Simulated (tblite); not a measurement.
Species: C6H15BO.
Cartesian coordinates in Å at the GFN2-xTB level; atoms count from 1:
```xyz
23
C6H15BO angstrom
C     -1.900   -0.264    1.269
O     -1.327    0.715    0.425
C     -2.292    1.644   -0.032
B     -0.475    0.039   -0.861
C      0.689   -0.879   -0.207
C      1.924   -1.069   -1.117
C      2.741   -0.159   -0.191
C      1.597   -0.177    0.830
H     -1.088   -0.883    1.641
H     -2.613   -0.890    0.724
H     -2.406    0.224    2.108
H     -1.771    2.377   -0.643
H     -3.061    1.155   -0.638
H     -2.758    2.140    0.824
H     -1.292   -0.572   -1.482
H     -0.062    1.000   -1.421
H      0.310   -1.840    0.154
H      2.293   -2.094   -1.145
H      1.805   -0.714   -2.138
H      3.691   -0.565    0.155
H      2.916    0.828   -0.614
H      1.819   -0.788    1.707
H      1.257    0.802    1.165
```

Calculated harmonic vibrations of the isolated species, GFN2-xTB (tblite), most abundant isotopes, no scaling. This tight-binding method is rough: wavenumbers can miss measured ones by several per cent, in bad cases by 10 to 20. Modes of hydrogen on boron can be 10 to 20 % off. One conformer, not necessarily the lowest.

Harmonic wavenumbers (cm⁻¹): 45.5, 57.6, 73.4, 144.9, 200.9, 209.8, 261.8, 277.0, 323.9, 373.9, 444.6, 511.8, 706.3, 767.9, 821.6, 838.2, 856.1, 936.4, 942.3, 1013.0, 1026.1, 1044.0, 1052.8, 1059.6, 1089.9, 1100.5, 1103.9, 1113.8, 1147.5, 1160.1, 1190.7, 1197.9, 1208.3, 1229.3, 1248.6, 1259.0, 1267.0, 1269.9, 1289.1, 1395.6, 1407.4, 1453.9, 1463.1, 1465.1, 1473.6, 1476.2, 1484.7, 1500.8, 2424.4, 2493.8, 2911.9, 2949.8, 2951.5, 2958.5, 2963.5, 2966.0, 2975.4, 2986.1, 2991.6, 3006.1, 3014.7, 3046.2, 3060.8.

A = 4223, B = 1055, C = 1015 MHz; mass 114.122 u (most abundant isotopes); point group C1, symmetry number 1.

**Question.** Zero-point energy?

**Answer.** Half the sum of the wavenumbers: 44343 cm⁻¹ = 530.46 kJ/mol.

**Question.** Give the ideal-gas entropy at 400 K and 1 bar in the rigid-rotor, harmonic-oscillator model (classical rotation).

**Answer.** Translation 174.05, rotation 123.55, vibration 170.35: S = 467.9 J/(mol K).

**Question.** And Cp and H(400 K) − H(0)?

**Answer.** Cp = 212.56 J/(mol K), of which vibrations give 179.30 (their classical limit is 63 R = 523.8); H(400 K) − H(0) = 48.16 kJ/mol without the zero-point energy, 34.86 from vibrations.

**Question.** Blend soft modes into free rotors: weight 1/[1 + (100 cm⁻¹/ν̃)⁴] for the oscillator and the rest for a rotor with moment μB/(μ + B), μ = h/(8π²ν), B = 10⁻⁴⁴ kg m². What vibrational entropy results?

**Answer.** 154.02 J/(mol K) in place of 170.35, which changes −T·S at 400 K by +6.53 kJ/mol.

**Question.** Which modes carry the vibrational entropy at 400 K?

**Answer.** 45.5 cm⁻¹: 23.37; 57.6 cm⁻¹: 21.42; 73.4 cm⁻¹: 19.41; 144.9 cm⁻¹: 13.83; 200.9 cm⁻¹: 11.19; 209.8 cm⁻¹: 10.85 J/(mol K); the other 57 give 70.28 together.

**Question.** What must be added to the electronic energy to get the Gibbs energy at 400 K and 1 bar?

**Answer.** ZPE + [H(400 K) − H(0)] − T·S = 530.46 + 48.16 − 187.18 = 391.44 kJ/mol.

**Question.** How do the functions run with temperature in this model?

**Answer.** 
```csv
T (K),S (J/(mol K)),Cp (J/(mol K)),H − H(0) (kJ/mol),G − H(0) (kJ/mol),ln q(vib)
150,327.8,99.2,10.14,-39.03,3.42
250,387.1,138.2,21.92,-74.86,6.10
298.15,413.4,161.2,29.12,-94.13,7.35
600,571.2,298.0,99.67,-243.06,15.31
900,709.5,382.7,202.82,-435.70,23.19
```

q(vib) and H(0) count from the zero-point level.

Hindered rotation and anharmonicity are outside this model. Other conformers, if any are populated, would add a mixing term that is left out. The structure is chiral; the term R ln 2 for an equal mix with its mirror image is left out.

The run took 1.4 s on one thread, Arm Neoverse N1 (aarch64), no GPU, on a shared host. This covers the Hessian and the dipole derivatives.
